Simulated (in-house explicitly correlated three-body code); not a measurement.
Computed with an exponentially correlated three-body code. Model: two electrons around a point charge, non-relativistic, variational in 260 exponentially correlated functions (energies converged to about 1e-7 hartree, or 1e-8 relative for large Z).

Command:
```bash
python run_hyl.py task.json out
```
Settings (lengths in bohr, energies in hartree):
```
Z                      10
nuclear_mass           15
interaction_strength   1
functions              260
states_tried           13
```

Cost of the run: 28 s on 1 thread of Intel(R) Xeon(R) Platinum 8488C (Sapphire Rapids) (shared host).

**Those bound S and P states to n = 4 that converged, binding against the one-electron ion.**

Given: nuclear charge 10; mass of the centre 15 electron masses.

Computed: one-electron threshold -46.875 hartree.

| term | energy (hartree) | binding (eV) |
| --- | --- | --- |
| 1 1S | -88.0335465 | 1120 |
| 2 3P | -56.9695009 | 274.69 |
| 2 3S | -56.8819499 | 272.3 |
| 2 1S | -56.5586541 | 263.51 |
| 2 1P | -55.9838499 | 247.86 |
| 3 3P | ? | ? |
| 3 3S | ? | ? |
| 3 1S | -51.1568392 | 116.51 |
| 3 1P | -51.0018814 | 112.3 |
| 4 3S | -49.3121465 | 66.318 |
| 4 1S | -49.277095 | 65.364 |

(1) What belongs in the row 3 3P?

(2) What belongs in the row 3 3S?

**Converged states only, values per electron or pair.**

| term | mean r (bohr) | mean r squared (bohr²) | mean inverse r (1/bohr) | mean r12 (bohr) | mean inverse r12 (1/bohr) | mean cosine | mean p1 dot p2 (bohr⁻²) | delta r1 (bohr⁻³) | delta r12 (bohr⁻³) |
| --- | --- | --- | --- | --- | --- | --- | --- | --- | --- |
| 1 1S | 0.1662 | 0.037012 | 9.0853 | 0.24141 | 5.6384 | 0.01154 | -0.94807 | 245.45 | 27.773 |
| 2 3P | 0.35737 | 0.20237 | 5.8 | 0.59191 | 2.0606 | -0.06592 | -7.0604 | 129.71 | - |
| 2 3S | 0.41875 | 0.28442 | 5.7721 | 0.70174 | 1.6774 | 0.0085456 | -0.23487 | 144.87 | - |
| 2 1S | 0.42861 | 0.30065 | 5.7546 | 0.71496 | 1.9747 | -0.00067382 | -1.0512 | 144.17 | 4.9717 |
| 2 1P | 0.39047 | 0.24756 | 5.7014 | 0.63214 | 2.0608 | 0.059612 | 4.1487 | 131.97 | 1.092 |
| 3 3P | ? | ? | ? | ? | ? | ? | ? | ? | - |
| 3 3S | 0.85352 | 1.3757 | 5.1653 | 1.5572 | 0.82039 | 0.0041629 | -0.26089 | 135.11 | - |
| 3 1S | ? | ? | ? | ? | ? | ? | ? | ? | ? |
| 3 1P | 0.83697 | 1.3383 | 5.1469 | 1.521 | 0.93514 | 0.018107 | 0.92351 | 131.21 | 0.38257 |
| 4 3S | 1.4654 | 4.3352 | 4.9552 | 2.7765 | 0.47988 | 0.0025868 | -0.18331 | 132.8 | - |
| 4 1S | 1.485 | 4.459 | 4.9533 | 2.8149 | 0.51168 | 0.0016855 | -0.25884 | 132.74 | 0.60427 |

(3) What belongs in the row 3 3P?

(4) What belongs in the row 3 1S?

Results:

(1) energy (hartree): -51.246553; binding (eV): 118.96.

(2) energy (hartree): -51.2430982; binding (eV): 118.86.

(3) mean r (bohr): 0.7952; mean r squared (bohr²): 1.1943; mean inverse r (1/bohr): 5.1705; mean r12 (bohr): 1.4431; mean inverse r12 (1/bohr): 0.91601; mean cosine: -0.011569; mean p1 dot p2 (bohr⁻²): -1.7388; delta r1 (bohr⁻³): 130.97.

(4) mean r (bohr): 0.86816; mean r squared (bohr²): 1.4285; mean inverse r (1/bohr): 5.1606; mean r12 (bohr): 1.5849; mean inverse r12 (1/bohr): 0.89907; mean cosine: 0.0018995; mean p1 dot p2 (bohr⁻²): -0.45441; delta r1 (bohr⁻³): 134.96; delta r12 (bohr⁻³): 1.4455.
